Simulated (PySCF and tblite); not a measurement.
Values are calculated unless marked as measured or tabulated.
Stationary points of C5H8N2O2 at B3LYP-D3(BJ)/def2-SVP, in Å:

Structure A

```
 1 C     2.460   -0.569    0.377
 2 O     1.087   -0.804    0.130
 3 C     0.273    0.266    0.017
 4 N     0.665    1.570    0.039
 5 N    -0.382    2.421   -0.083
 6 C    -1.443    1.627   -0.179
 7 C    -1.107    0.248   -0.125
 8 C    -1.962   -0.983   -0.199
 9 O    -1.686   -1.921    0.825
10 H     2.928   -0.012   -0.456
11 H     2.943   -1.550    0.460
12 H     2.610   -0.012    1.320
13 H     1.597    1.947    0.145
14 H    -2.437    2.063   -0.286
15 H    -3.021   -0.698   -0.097
16 H    -1.859   -1.452   -1.201
17 H    -0.737   -2.103    0.794
```

Structure B

```
 1 C     2.506   -0.808    0.330
 2 O     1.104   -0.935    0.145
 3 C     0.403    0.214    0.052
 4 N     0.948    1.417    0.117
 5 N    -0.105    2.255    0.003
 6 C    -1.292    1.603   -0.120
 7 C    -1.012    0.247   -0.097
 8 C    -1.898   -0.960   -0.201
 9 O    -1.654   -1.902    0.824
10 H     2.967   -0.271   -0.515
11 H     2.907   -1.828    0.392
12 H     2.733   -0.253    1.255
13 H     0.053    3.254    0.026
14 H    -2.237    2.136   -0.213
15 H    -2.955   -0.659   -0.124
16 H    -1.772   -1.422   -1.203
17 H    -0.702   -2.076    0.821
```

Structure C

```
 1 C     2.491   -0.701    0.246
 2 O     1.082   -0.859    0.114
 3 C     0.357    0.255   -0.089
 4 N     0.894    1.481   -0.200
 5 N    -0.235    2.395   -0.368
 6 C    -1.343    1.629   -0.334
 7 C    -1.039    0.270   -0.234
 8 C    -1.918   -0.949   -0.262
 9 O    -1.625   -1.856    0.778
10 H     2.916   -0.224   -0.651
11 H     2.905   -1.708    0.374
12 H     2.736   -0.080    1.123
13 H     0.587    2.380    0.583
14 H    -2.326    2.096   -0.406
15 H    -2.971   -0.650   -0.147
16 H    -1.833   -1.433   -1.257
17 H    -0.677   -2.048    0.731
```

The path came from a restrained scan, a climbing-image band and a saddle search at GFN2-xTB; energies are PBE0/pcSseg-1 + D3(BJ)//B3LYP-D3(BJ)/def2-SVP, thermal terms GFN2-xTB.

Q: Which structure is a saddle point, and along which motion?

A: C: one imaginary mode (1573i cm⁻¹ at GFN2-xTB, mostly on H13), along the shift of hydrogen on N5 from N5 to N4.

Q: Give their symmetry and energies above the lowest.

A: A C1, 7.4 kcal/mol; B C1, 0.0 kcal/mol; C C1, 50.5 kcal/mol.

Tunnelling of the moving H, left out here, will speed the real process. In real samples such hydrogens mostly exchange between molecules or through solvent, far faster than by this path.
